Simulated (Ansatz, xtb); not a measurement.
# C4H9B2N: which of two isomers lies lower

Structure X: `BN1BCCC1=C`, a singlet. Structure Y: `BN(C)B(C)C#C`, a singlet. Both are isolated molecules in the gas phase, relaxed with r2SCAN-D4/def2-SVP; the shapes shown needn't be the lowest conformers.

X (Å):

```xyz
16

C     2.9369    1.7488   -0.9395
C     1.9438    2.7958   -0.4006
C     0.7882    2.0025    0.1687
C    -0.0531    2.3939    1.1339
B    -0.3350   -0.1894   -0.5087
B     2.0219    0.4911   -1.1579
N     0.7673    0.7160   -0.4792
H    -1.3874    0.1108   -0.0024
H    -0.1819   -1.2456   -1.0683
H     2.2504   -0.5378   -1.7392
H     3.5216    2.0801   -1.8114
H     3.6823    1.4689   -0.1668
H     1.5663    3.4082   -1.2412
H     2.3602    3.4966    0.3389
H    -0.8575    1.7519    1.4983
H     0.0539    3.3874    1.5745
```

Y (Å):

```xyz
16

C     2.9609    0.7597   -1.2606
C     1.5457    0.0784    1.2168
C    -0.7629    0.2901   -0.1305
C    -1.9767    0.1995   -0.0182
B     0.8509    0.9741   -2.5721
B     0.7691    0.3679   -0.1245
N     1.4970    0.7027   -1.3338
H    -0.3487    0.9288   -2.6396
H     1.5313    1.2462   -3.5347
H     3.3747    1.0251   -2.2419
H     3.3839   -0.2109   -0.9557
H     3.2956    1.5108   -0.5273
H     2.2595   -0.7547    1.0849
H     2.1602    0.9498    1.5069
H     0.8818   -0.1676    2.0563
H    -3.0471    0.1260    0.0543
```

Quicker runs give these differences E(Y) − E(X): GFN2-xTB +38.7 kcal/mol; HF/STO-3G +33.8 kcal/mol (at GFN2-xTB geometries); r2SCAN-D4/def2-SVP//GFN2-xTB +22.5 kcal/mol.

Question: Estimate E(Y) − E(X) at the level CCSD(T)/def2-SVP + ΔMP2/def2-TZVPP.

Answer: Calculated at CCSD(T)/def2-SVP + ΔMP2/def2-TZVPP: E(Y) − E(X) = +17.5 kcal/mol, so structure X lies lower.

Level by level:

| level | geometry | E(Y) − E(X) (kcal/mol) | departure from the last row (kcal/mol) | job, with rough time for the two |
| --- | --- | --- | --- | --- |
| GFN2-xTB | GFN2-xTB | +38.7 | +21.2 | optimisation, 0.31 s |
| HF/STO-3G | GFN2-xTB | +33.8 | +16.3 | single point, 0.36 s |
| r2SCAN-D4/def2-SVP//GFN2-xTB | GFN2-xTB | +22.5 | +5.0 | single point, 3.9 s |
| r2SCAN-D4/def2-SVP | r2SCAN-D4/def2-SVP | +23.7 | +6.2 | optimisation, 82 s |
| HF/def2-SVP | r2SCAN-D4/def2-SVP | +20.1 | +2.6 | part of the CCSD(T) run |
| MP2/def2-SVP | r2SCAN-D4/def2-SVP | +18.9 | +1.4 | part of the CCSD(T) run |
| CCSD(T)/def2-SVP | r2SCAN-D4/def2-SVP | +19.9 | +2.4 | single point |
| CCSD(T)/def2-SVP + ΔMP2/def2-TZVPP | r2SCAN-D4/def2-SVP | +17.5 |  | single point, 69 s |

As drawn, Y has 1 C–B, 1 C≡C, 1 C–H in place of 2 C–C, 1 C=C, 1 B–H. Structure X has a 5-membered ring, Y no ring.

None of the levels shown reverses the order. The largest departure from CCSD(T)/def2-SVP + ΔMP2/def2-TZVPP is that of GFN2-xTB, 21.2 kcal/mol. The last row adds to CCSD(T) the change of the MP2 difference between the two basis sets, here −2.4 kcal/mol.

With thermal terms from frequencies at re-optimised GFN2-xTB minima (ideal gas, soft modes damped towards free rotors, one conformer each, 298.15 K, 1 atm): the zero-point term adds −1.4 kcal/mol; ΔH is +17.4 and ΔG +14.4 kcal/mol.

The correlated steps freeze 7 core orbitals. Codes used: Ansatz 0.2.0, xtb 6.7.1; the last row on 4 threads of Arm Neoverse V1 on a shared host.
